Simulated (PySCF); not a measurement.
Stretching SiSn

Set-up: PySCF, scalar-relativistic core potentials, basis sets Si def2-SVPD, Sn def2-SVPD with ECP28. Energies in eV from Si + Sn in their ground configurations at the same level. State: ³Σ⁻ (triplet), unpaired electrons π ↑↑.

| R (Å) | TPSS | UHF-CCSD | UHF-MP2 |
| --- | --- | --- | --- |
| 2.171 | -1.820 |  | -1.258 |
| 2.272 | -2.383 | -1.653 | -1.823 |
| 2.373 | -2.707 | -1.972 | -2.137 |
| 2.449 | -2.833 | -2.089 | -2.252 |
| 2.525 | -2.883 | -2.127 | -2.288 |
| 2.601 | -2.875 | -2.103 | -2.264 |
| 2.702 | -2.797 | -2.002 | -2.164 |
| 2.828 | -2.623 | -1.797 | -1.965 |
| 2.979 | -2.348 | -1.486 | -1.624 |
| 3.182 | -1.932 |  | -0.773 |

Question: Put a parabola through the three lowest points of the TPSS curve and estimate Re, k and ωe (reduced mass 22.68 u; 1 eV/Å² = 0.16022 mdyn/Å; ωe = 1302.8·√(k/μ) cm⁻¹).

Answer: Through R = 2.449, 2.525, 2.601 Å the second-order coefficient is 5.02 eV/Å², so Re ≈ 2.553 Å, k ≈ 1.61 mdyn/Å and ωe ≈ 347 cm⁻¹. A polynomial fit of higher order to the unrounded TPSS energies gives Re = 2.550 Å, k = 1.49 mdyn/Å, ωe = 334 cm⁻¹; anharmonicity and rounding make the difference.

The higher-order fit for each curve: TPSS: Re = 2.550 Å, ωe = 334 cm⁻¹, De = 2.89 eV; UHF-CCSD: Re = 2.531 Å, ωe = 353 cm⁻¹, De = 2.13 eV; UHF-MP2: Re = 2.530 Å, ωe = 349 cm⁻¹, De = 2.29 eV.

Correlated steps freeze 9 core orbitals. Correlated levels converge slowly with the basis: in double zeta they bind strong bonds too weakly, by up to about 1 eV, and carry superposition errors of some tenths. These are scalar-relativistic numbers at best; spin–orbit coupling would shift them, the dissociation energy most. The state is the lowest determinant that a PBE0 search found; another state may lie lower at other levels.
